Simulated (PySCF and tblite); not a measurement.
Values are calculated unless marked as measured or tabulated.
Stationary points of C6H13N at GFN2-xTB, in Å:

Structure A

```
 1 C     0.805   -0.891    0.981
 2 C     0.468    0.035   -0.199
 3 C     0.811   -0.675   -1.513
 4 C     1.278    1.329   -0.072
 5 N    -0.924    0.441   -0.312
 6 C    -2.030   -0.429   -0.036
 7 C    -1.755    0.751    0.815
 8 H     0.584   -0.415    1.933
 9 H     1.866   -1.125    0.959
10 H     0.254   -1.827    0.919
11 H     0.568   -0.029   -2.352
12 H     0.233   -1.591   -1.607
13 H     1.868   -0.922   -1.549
14 H     2.344    1.115   -0.084
15 H     1.040    1.992   -0.899
16 H     1.032    1.837    0.857
17 H    -2.834   -0.393   -0.760
18 H    -1.859   -1.414    0.386
19 H    -1.395    0.580    1.823
20 H    -2.361    1.642    0.706
```

Structure B

```
 1 C     1.178   -0.929    1.032
 2 C     0.544   -0.066   -0.079
 3 C     0.729   -0.751   -1.435
 4 C     1.208    1.319   -0.090
 5 N    -0.852    0.084    0.145
 6 C    -2.157   -0.253   -0.228
 7 C    -1.863    0.725    0.871
 8 H     1.027   -0.456    2.000
 9 H     2.245   -1.049    0.865
10 H     0.712   -1.911    1.052
11 H     0.295   -0.144   -2.225
12 H     0.236   -1.720   -1.435
13 H     1.786   -0.895   -1.643
14 H     2.278    1.227   -0.260
15 H     0.779    1.934   -0.877
16 H     1.047    1.816    0.864
17 H    -2.551    0.123   -1.172
18 H    -2.542   -1.239    0.037
19 H    -2.042    0.424    1.903
20 H    -2.051    1.784    0.692
```

Geometries: GFN2-xTB; energies: PBE/pcSseg-1 + D3(BJ), IEF-PCM chloroform; zero-point and thermal terms from GFN2-xTB harmonic modes (soft modes blended into free rotors).

Q: Which structure is a saddle point, and along which motion?

A: B: one imaginary mode (316i cm⁻¹ at GFN2-xTB, mostly on N5), along the pyramidal inversion at N5.

Q: Give their symmetry and energies above the lowest.

A: A Cs, 0.0 kcal/mol; B C1, 15.4 kcal/mol.
